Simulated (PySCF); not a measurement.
**Dipole response of W (tungsten, neutral)**

[Xe] 4f14 5d4 6s2, high-spin 5D determinant. Calculation: PySCF 2.14, in aug-cc-pVTZ-PP with one added diffuse shell each of s, p, d, f, g type with ECP60MDF (7s7p6d4f3g, 113 functions); scalar relativity through the core potential. Coupled (time-dependent) response in atomic units; α is the mean over directions.

```csv
method,mean α (bohr³),"α xx, yy, zz",C₆ (like pair),S(−4)
UHF,101.5,"108.5, 108.5, 87.44",1251,9191
PBE,72.42,"74.74, 74.74, 67.78",887.0,2082
```

S(−4) is the Cauchy moment in α(ω) = α(0) + S(−4) ω² + …

Reference α: 68 ± 15 bohr³ (recommended; Schwerdtfeger and Nagle, table of static dipole polarizabilities (2023 update)). Published C₆: 757.0 (Gould and Bucko (2016)).

Spin-orbit coupling is absent.

Hartree-Fock lies above the reference because it lacks correlation, which contracts the outer shell.

α(iu) at PBE:

| u (hartree) | α(iu) (bohr³) |
| --- | --- |
| 0 | 72.42 |
| 0.0500 | 67.70 |
| 0.100 | 57.48 |
| 0.200 | 38.26 |
| 0.300 | 26.40 |
| 0.500 | 15.02 |
| 0.750 | 9.166 |
| 1.00 | 6.343 |
| 1.50 | 3.666 |
| 2.00 | 2.416 |
| 3.00 | 1.277 |
| 5.00 | 0.5267 |

The components differ because the open shell of this determinant is not spherical; for a pure term their mean is the scalar polarisability.

Energies and moments cover only the electrons outside the core potential. Spin-orbit coupling, absent here, splits the open shell strongly.
